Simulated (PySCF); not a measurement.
# Electronic structure of P⁺ (phosphorus, charge +1) at the UHF level

Configuration: [Ne] 3s2 3p2, high-spin 3P determinant. All numbers are calculated (PySCF 2.14, the spin-free X2C one-electron Hamiltonian (Gaussian nucleus), in x2c-TZVPPall with one added diffuse shell each of s, p, d type (6s6p4d1f, 51 functions)).

| Quantity | Value |
| --- | --- |
| Total energy | -341.162664 hartree |
| One-electron energy | -466.9000 hartree |
| Hartree (Coulomb) energy | 148.1919 hartree |
| Exchange energy | -22.4545 hartree |
| ⟨S²⟩ | 2.0131 |
| ⟨L²⟩ | 2.039 |
| Sum of ⟨r⟩ | 12.08 bohr |
| Sum of ⟨r²⟩ | 20.84 bohr² |
| Traceless quadrupole moment −½Σ⟨3z² − r²⟩ along its main axis | 2.13 e·bohr² |
| Langevin diamagnetic susceptibility | -16.5 ×10⁻⁶ cm³/mol |

```
shell  electrons  mean orbital energy (hartree)  spread (hartree)  rms radius, mean of both spins (bohr)
 1s α          1                      -80.60692                 0                                  0.120
 1s β          1                      -80.58881                 0                                  0.120
 2s α          1                       -7.95903                 0                                  0.560
 2s β          1                       -7.94094                 0                                  0.560
 2p α          3                       -5.81707           0.01709                                  0.539
 2p β          3                       -5.78353           0.02027                                  0.539
 3s α          1                       -1.14132                 0                                   1.98
 3s β          1                       -0.93752                 0                                   1.98
 3p α          2                       -0.72449                 0                                   2.30
```

Densities and radii are taken from the X2C orbitals without a picture-change correction, which distorts them close to the nucleus.

Spin-orbit constants ζ (cm⁻¹) from the X2C one-electron operator on these orbitals: bare nucleus, nucleus screened by l(l+1)(2l+1)/3 electrons, and screened by the Breit-Pauli mean field of the electrons.

```tsv
shell	bare	screened nucleus	mean field
2p	5475	4745	4414
3p	358.4	310.6	284.9
```

To first order the Landé constant is A = 142.4 cm⁻¹, so the lowest level has J = 0 and lies 0.0353 eV below the centre of the term. This holds in LS coupling only.
